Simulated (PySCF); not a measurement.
Compound: C3H9BrSn.
Bonds: C1–Sn2, Sn2–C3, Sn2–C4, Sn2–Br5. Hydrogens: H6, H7, H8 on C1; H9, H10, H11 on C3; H12, H13, H14 on C4.

The calculation used PySCF 2.14.0, PBE0-D3(BJ)/def2-SVP geometry optimisation, gas phase, def2 core potentials past Kr.

**Question.** How far are the bound atoms from Sn2?

**Answer.** 4 atoms: C3 2.143 Å, C4 2.143 Å, C1 2.144 Å, Br5 2.518 Å. The nearest atom not counted as bound is H14, at 2.71 Å (others tie with it).

**Question.** List the angles at Sn2.

**Answer.** 
```
     angle  degrees  distance of the outer atoms (Å)
 C1–Sn2–C4    114.1                             3.60
 C1–Sn2–C3    113.9                             3.59
 C3–Sn2–C4    113.4                             3.58
C1–Sn2–Br5    104.9                             3.70
C3–Sn2–Br5    104.7                             3.70
C4–Sn2–Br5    104.5                             3.69
```

**Question.** What is the shape at Sn2?

**Answer.** Distorted tetrahedral: angles from 104.5° to 114.1°; τ4 = (360° − α − β)/141° = 0.94 with α and β the two widest (0 for a square, 1 for a tetrahedron).

**Question.** What are the other bond lengths?

**Answer.** C1–H6 and 8 like bonds 1.099 Å.

Charge 0, singlet. Not checked by PBE0-D3(BJ)/def2-SVP frequencies.

Time: 2.1 min; peak memory 0.58 GiB. Hardware: one thread of an Intel Xeon 6975P-C, on a shared host. These figures are those of the optimisation.
